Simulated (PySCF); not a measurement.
OSr, SMILES [O]=[Sr].

Geometry: B3LYP-D3(BJ)/def2-TZVPD. The def2 effective core potentials stand for the cores of Sr; spin–orbit coupling is left out.

Vertical ionisation energy (IE) and electron affinity (EA) in eV. Rows of orbital energies are one-electron estimates. Where ΔSCF, EOM or ADC give a negative EA the extra electron is unbound and the value depends on the basis.

```json
[
 {"level": "−ε(HOMO), −ε(LUMO), ωB97X/def2-TZVPD (PySCF)", "IE": "[?]", "EA": "[?]"},
 {"level": "−ε(HOMO), −ε(LUMO), B3LYP/def2-TZVPD (PySCF)", "IE": "4.47", "EA": "2.06"}
]
```

Q: Complete the blanks. (An estimate is asked for; the answer gives what the named calculation found.)

A: 
- −ε(HOMO), −ε(LUMO), ωB97X/def2-TZVPD (PySCF), IE: 6.60
- −ε(HOMO), −ε(LUMO), ωB97X/def2-TZVPD (PySCF), EA: 0.21
